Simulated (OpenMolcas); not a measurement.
**Ionisation energies of tin**

- Program: OpenMolcas 26.06
- Basis: ANO-R3 [8s7p5d3f2g1h]
- Scalar Hamiltonian: X2C, finite nucleus
- Spin-orbit coupling: state interaction with AMFI integrals over the reference wave functions, term energies averaged over their components

Active shells in each charge state: the valence s, p shells, with orbitals averaged over the low states. Where CASPT2's correlated closed shells are named, they are those of the first ion.

A. CASSCF
B. SS-CASPT2, IPEA 0.25 Eh, imaginary shift 0.1 Eh (closed shells correlated: 4s 4p 4d)

Energies in eV between the lowest computed levels (charge -1 gives the electron affinity), named as in B; reference values from the NIST Atomic Spectra Database with their kind.

```csv
From,To,A,B,Spin-orbit share in B,Reference
Sn- 5s2 5p3 4S* 3/2,Sn 5s2 5p2 3P0,0.446,0.972,-0.284,
Sn 5s2 5p2 3P0,Sn+ 5s2 5p 2P* 1/2,6.569,7.267,-0.019,7.344 (measured)
Sn+ 5s2 5p 2P* 1/2,Sn2+ 5s2 1S0,13.576,14.593,+0.322,14.633 (measured)
Sn2+ 5s2 1S0,Sn3+ 5s 2S 1/2,29.395,30.458,+0.000,30.506 (measured)
Sn3+ 5s 2S 1/2,Sn4+ 4d10 1S0,39.271,40.911,+0.000,40.740 (measured)
```

Error against the reference values, in %:

```
From  Reference      A     B
  Sn   measured  -10.6  -1.0
 Sn+   measured   -7.2  -0.3
Sn2+   measured   -3.6  -0.2
Sn3+   measured   -3.6  +0.4
```

Mean absolute error over the 4 measured values: A 1.10 eV, B 0.08 eV. B lies closest.

No diffuse functions were added, so the electron affinity comes out too small, and without dynamic correlation a bound anion can come out unbound.

* marks odd parity.
